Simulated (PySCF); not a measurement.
A PySCF script (with the pyscf-properties extension) for the NMR shieldings of SMILES C=C[SiH2]P([SiH3])[SiH2]C(C)=O, C4H13OPSi3, on a GFN2-xTB geometry:

```python
import basis_set_exchange as bse
import numpy as np
from pyscf import gto, dft
from pyscf.prop import nmr

atoms = """
C    -1.995190    2.332810    0.350615
C    -2.192921    1.096530    0.780119
Si   -1.976695   -0.458086   -0.261951
P    -0.590184   -1.809491    0.863640
Si    0.329328   -3.000955   -0.811527
Si    1.068190   -0.416025    1.308642
C     1.726299    0.184871   -0.399492
C     2.097718    1.629710   -0.557312
O     1.786452   -0.601632   -1.320005
H    -2.110184    3.197381    0.987742
H    -1.718364    2.537817   -0.671485
H    -2.474812    0.949136    1.816178
H    -3.239647   -1.190480   -0.395842
H    -1.482983   -0.074134   -1.591443
H     1.720327   -3.276346   -0.473790
H     0.114737   -2.413201   -2.127795
H    -0.434358   -4.254230   -0.747307
H     0.667391    0.751447    2.095168
H     2.165271   -1.127757    1.966468
H     1.208072    2.230701   -0.375455
H     2.486340    1.835339   -1.552790
H     2.834803    1.895980    0.196863
"""
names = dict.fromkeys(["C", "Si", "P", "O", "H"], "pcSseg-1")
basis = {el: gto.basis.parse(bse.get_basis(n, elements=[el], fmt="nwchem")) for el, n in names.items()}
mol = gto.M(atom=atoms, basis=basis, charge=0, verbose=0)
mf = dft.RKS(mol, xc="PBE0")
mf.grids.level = 2
mf.grids.alignment = dft.numint.BLKSIZE   # the property module wants whole blocks of grid points
mf.conv_tol = 1e-9
mf.kernel()

calc = nmr.RKS(mf)   # GIAO
C = mf.mo_coeff
Co = C[:, mf.mo_occ > 0]
resp = mf.gen_response(singlet=True, hermi=2)
def vind(x):   # induced exchange potential for any number of trial vectors
    d = np.einsum("pi,xij,qj->xpq", C, 2 * x.reshape(-1, C.shape[1], Co.shape[1]), Co, optimize=True)
    return np.einsum("xpq,pi,qj->xij", resp(d - d.transpose(0, 2, 1)), C, Co, optimize=True).ravel()
mo1, _ = nmr.rhf.solve_mo1(calc, with_cphf=vind)
sigma = calc.kernel(mo1)
for i, s in enumerate(sigma):   # ppm
    print("%2d %-2s %9.2f" % (i, mol.atom_pure_symbol(i), np.trace(s) / 3))
```

Q: Give the expected output.

A: 
```
 0 C      44.22
 1 C      44.58
 2 Si    386.93
 3 P     685.32
 4 Si    424.58
 5 Si    412.32
 6 C     -60.07
 7 C     143.57
 8 O    -467.59
 9 H      25.26
10 H      25.57
11 H      25.36
12 H      26.87
13 H      27.45
14 H      27.31
15 H      27.24
16 H      27.43
17 H      27.19
18 H      27.47
19 H      29.42
20 H      29.47
21 H      29.15
```

These numbers come from an equivalent density-fitted implementation of the same equations, which agrees with the script to about 0.01 ppm for H and up to a few tenths of a ppm for heavy atoms, so last digits may differ.

Size and cost of the density-fitted run: 246 basis functions, 54 s wall time on 1 thread of an Arm Neoverse V2, shared host; peak memory 1.1 GiB.
